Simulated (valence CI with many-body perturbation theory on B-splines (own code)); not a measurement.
## Forbidden lines of Eu14+

Level of theory: configuration interaction combined with many-body perturbation theory (CI+MBPT): three valence electrons over a frozen Dirac-Fock core [Kr] 4d10, a basis of 8 s, 8 p, 9 d, 9 f, 6 g, 3 h, 2 i functions for each j, with the one-electron correlation potential Σ1 (screened to all orders), the two-electron term Σ2, the three-electron term Σ3, Breit, model QED; selected single and double excitations, second order for the rest, scaled by the run's own slope (own B-spline code, finite nucleus).

No measured levels were compared; by estimate terms of the open shell hold to a few per cent of their energy, and close levels can change places; configurations with another count of f electrons can be misplaced by thousands of cm⁻¹. Core correlation moves these levels by up to 35000 cm⁻¹, and in measured spectra 5 to 20 % of such shifts remained as error; rates that hang on mixing are uncertain with them.

Lines 1 to 50 of 87 in falling wavelength, among levels below 75384 cm⁻¹, chosen from the decays that carry over 1 % of a level's rate. Wavelengths and rates use the calculated energies, so an error of 2000 cm⁻¹ moves a line at 4191 nm by 84 % and its rate by three times that or more. Electric multipoles are in the length gauge, E1 and E2 with the static RPA response of the core. S is in atomic units (e²a₀⁴ for E2 and M2, e²a₀⁶ for E3), for M1 in squared Bohr magnetons. Weak lines are less certain than strong ones. Lines between different terms over intervals too small for the method are left out, as are lines whose strength nearly cancels. Where a level lies close to another of its J and parity, the split of strength between their lines is uncertain. Intervals below about 2000 cm⁻¹, as at the head of this list, are uncertain by tens of per cent. The highest levels of a list are the least certain.

Names give the largest LS component (configuration and term), which can be under half, so a name can repeat, a term be missing and a line seem to break the LS rules; names also repeat where a configuration has a term twice. Letters in brackets count levels of one name in rising energy.

| λ vac (nm) | Upper | Lower | Type | A (s⁻¹) | S (a.u.) |
| --- | --- | --- | --- | --- | --- |
| 5682 | 4f²5s ⁴F_5/2 | 4f²5s ⁴F_3/2 | M1 | 2.24e-01 | 9.12e+00 |
| 5126 | 4f²5s ⁴F_9/2 | 4f²5s ⁴F_7/2 | M1 | 1.24e-01 | 6.20e+00 |
| 4191 | 4f²5s ⁴F_9/2 | 4f²5s ²H_9/2 | M1 | 2.31e-01 | 6.31e+00 |
| 3994 | 4f²5s ⁴F_7/2 | 4f²5s ⁴F_5/2 | M1 | 6.25e-01 | 1.18e+01 |
| 3847 | 4f²5s ⁴H_9/2 | 4f²5s ⁴H_7/2 | M1 | 6.94e-01 | 1.47e+01 |
| 3487 | 4f³ ²L°_17/2 | 4f³ ²L°_15/2 | M1 | 2.79e-01 | 7.91e+00 |
| 2662 | 4f²5s ²G_9/2 | 4f²5s ²G_7/2 | M1 | 4.90e-01 | 3.43e+00 |
| 2418 | 4f³ ⁴I°_11/2 | 4f³ ⁴I°_9/2 | M1 | 2.94e+00 | 1.85e+01 |
| 2405 | 4f²5s ⁴H_11/2 | 4f²5s ⁴H_9/2 | M1 | 3.19e+00 | 1.97e+01 |
| 2403 | 4f³ ²K°_15/2 | 4f³ ²K°_13/2 | M1 | 8.46e-01 | 6.96e+00 |
| 2361 | 4f³ ⁴I°_13/2 | 4f³ ⁴I°_11/2 | M1 | 3.65e+00 | 2.49e+01 |
| 2350 | 4f³ ⁴I°_15/2 | 4f³ ⁴I°_13/2 | M1 | 2.47e+00 | 1.90e+01 |
| 2303 | 4f³ ⁴S°_3/2 | 4f³ ⁴F°_3/2 | M1 | 1.68e-01 | 3.05e-01 |
| 2173 | 4f²5s ⁴H_13/2 | 4f²5s ⁴H_11/2 | M1 | 2.94e+00 | 1.57e+01 |
| 1820 | 4f²5s ²F_7/2 | 4f²5s ²G_9/2 | M1 | 5.23e-01 | 9.35e-01 |
| 1728 | 4f²5s ²H_11/2 | 4f²5s ⁴F_9/2 | M1 | 7.81e-01 | 1.79e+00 |
| 1719 | 4f³ ⁴F°_9/2 | 4f³ ²H°_9/2 [a] | M1 | 2.37e+00 | 4.46e+00 |
| 1564 | 4f²5s ²G_7/2 | 4f²5s ⁴F_7/2 | M1 | 4.74e-01 | 5.38e-01 |
| 1488 | 4f²5s ²H_9/2 | 4f²5s ⁴H_11/2 | M1 | 8.08e-01 | 9.88e-01 |
| 1466 | 4f²5s ²F_7/2 | 4f²5s ²F_5/2 | M1 | 3.12e+00 | 2.92e+00 |
| 1464 | 4f²5s ²G_7/2 | 4f²5s ²H_9/2 | M1 | 5.94e-01 | 5.53e-01 |
| 1421 | 4f³ ²H°_11/2 [a] | 4f³ ²H°_9/2 [a] | M1 | 3.21e+00 | 4.10e+00 |
| 1224 | 4f²5s ²H_11/2 | 4f²5s ²H_9/2 | M1 | 4.73e+00 | 3.85e+00 |
| 1220 | 4f²5s ²G_9/2 | 4f²5s ⁴F_9/2 | M1 | 4.31e+00 | 2.90e+00 |
| 1133 | 4f²5s ²F_5/2 | 4f²5s ⁴F_7/2 | M1 | 9.77e-01 | 3.16e-01 |
| 1124 | 4f²5s ²G_7/2 | 4f²5s ⁴F_5/2 | M1 | 1.18e+00 | 4.96e-01 |
| 1081 | 4f²5s ²F_7/2 | 4f²5s ²G_7/2 | M1 | 2.81e+00 | 1.05e+00 |
| 1037 | 4f²5s ⁴F_3/2 | 4f²5s ⁴H_7/2 | E2 | 3.29e-04 | 1.41e-01 |
| 985.2 | 4f²5s ²G_9/2 | 4f²5s ⁴F_7/2 | M1 | 3.52e+00 | 1.25e+00 |
| 972.0 | 4f²5s ²H_11/2 | 4f²5s ⁴H_13/2 | M1 | 1.24e+00 | 5.07e-01 |
| 961.6 | 4f³ ²P°_3/2 | 4f³ ²D°_3/2 [a] | M1 | 1.03e+01 | 1.35e+00 |
| 882.6 | 4f²5s ²F_5/2 | 4f²5s ⁴F_5/2 | M1 | 1.66e-01 | 2.53e-02 |
| 876.6 | 4f²5s ⁴F_5/2 | 4f²5s ⁴H_7/2 | M1 | 3.20e-02 | 4.79e-03 |
| 867.8 | 4f³ ²G°_9/2 | 4f³ ⁴F°_9/2 | M1 | 6.72e+00 | 1.63e+00 |
| 791.6 | 4f³ ²D°_3/2 [a] | 4f³ ⁴S°_3/2 | M1 | 9.02e+00 | 6.63e-01 |
| 763.9 | 4f²5s ²F_5/2 | 4f²5s ⁴F_3/2 | M1 | 2.97e+00 | 2.95e-01 |
| 754.0 | 4f²5s ⁴F_9/2 | 4f²5s ⁴H_9/2 | M1 | 1.21e+00 | 1.93e-01 |
| 742.0 | 4f²5s ²H_9/2 | 4f²5s ⁴H_7/2 | M1 | 5.90e+00 | 8.93e-01 |
| 720.8 | 4f²5s ²D_5/2 | 4f²5s ²F_5/2 | M1 | 3.67e+00 | 3.06e-01 |
| 718.8 | 4f²5s ⁴F_7/2 | 4f²5s ⁴H_7/2 | M1 | 4.36e-01 | 4.80e-02 |
| 688.5 | 4f²5s ²D_3/2 | 4f²5s ²F_5/2 | M1 | 3.56e+00 | 1.72e-01 |
| 686.0 | 4f³ ²D°_3/2 [a] | 4f³ ⁴F°_5/2 | M1 | 6.62e+00 | 3.17e-01 |
| 673.5 | 4f³ ²L°_15/2 | 4f³ ²K°_15/2 | M1 | 6.05e+00 | 1.10e+00 |
| 671.6 | 4f²5s ²H_11/2 | 4f²5s ⁴H_11/2 | M1 | 1.45e-01 | 1.95e-02 |
| 639.2 | 4f²5s ²F_7/2 | 4f²5s ⁴F_7/2 | M1 | 2.19e+00 | 1.70e-01 |
| 630.4 | 4f²5s ⁴F_9/2 | 4f²5s ⁴H_7/2 | M1 | 1.60e+00 | 1.49e-01 |
| 621.9 | 4f²5s ²F_7/2 | 4f²5s ²H_9/2 | M1 | 6.48e-01 | 4.62e-02 |
| 613.3 | 4f²5s ²D_5/2 | 4f²5s ²G_7/2 | M1 | 1.05e+00 | 5.40e-02 |
| 607.1 | 4f³ ²P°_1/2 | 4f³ ⁴S°_3/2 | M1 | 6.27e+00 | 1.04e-01 |
| 589.1 | 4f³ ²D°_3/2 [a] | 4f³ ⁴F°_3/2 | M1 | 5.24e+00 | 1.59e-01 |
